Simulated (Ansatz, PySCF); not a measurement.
Gas-phase reaction in SMILES: C[N][SiH3] -> C[N-][SiH3] (an electron is taken up)
Each molecule is optimised on its own at B3LYP-D3(BJ)/def2-TZVP (Ansatz, a first-principles code).

Wanted: adiabatic electron affinity (0 K, with B3LYP-D3(BJ) harmonic zero-point energies from PySCF), positive where the reaction releases energy, in eV. Correlated levels leave the core frozen unless marked. UHF or UKS for open shells. No spin-orbit coupling. Non-relativistic. Anions need diffuse functions: aug- sets have them; def2-D sets add few; the other sets have none. Basis-set limits of correlation are two-point, X^-3; Hartree-Fock from the larger set.

```tsv
level	program	adiabatic electron affinity (eV)
BLYP-D4/def2-TZVPD	Ansatz + dftd4	1.71
revPBE-D3(BJ)/def2-TZVPD	Ansatz + dftd3	1.65
PBE0/6-31G*	Ansatz	1.13
PBE0-D3(BJ)/def2-TZVPD	Ansatz + dftd3	…
LC-wPBE-D3(BJ)/def2-TZVPD	Ansatz + dftd3	…
B2GP-PLYP/def2-TZVPD	Ansatz	1.66
B2PLYP-D4/def2-TZVPD	Ansatz + dftd4	…
SCS-MP2/STO-3G	Ansatz	-5.24
SCS-MP2/6-31G*	Ansatz	0.89
SCS-MP2/cc-pV(T+d)Z	Ansatz	1.63
SCS-MP2/aug-cc-pV(Q+d)Z	Ansatz	1.92
CCSD/aug-cc-pV(T+d)Z	Ansatz	1.57
CCSD(T)/CBS(aug-cc-pV(T+d)Z,aug-cc-pV(Q+d)Z)	Ansatz	1.80
```

Problem. Some entries are withheld; supply them.

Solution. 
- PBE0-D3(BJ)/def2-TZVPD, adiabatic electron affinity (eV): 1.59
- LC-wPBE-D3(BJ)/def2-TZVPD, adiabatic electron affinity (eV): 1.62
- B2PLYP-D4/def2-TZVPD, adiabatic electron affinity (eV): 1.69
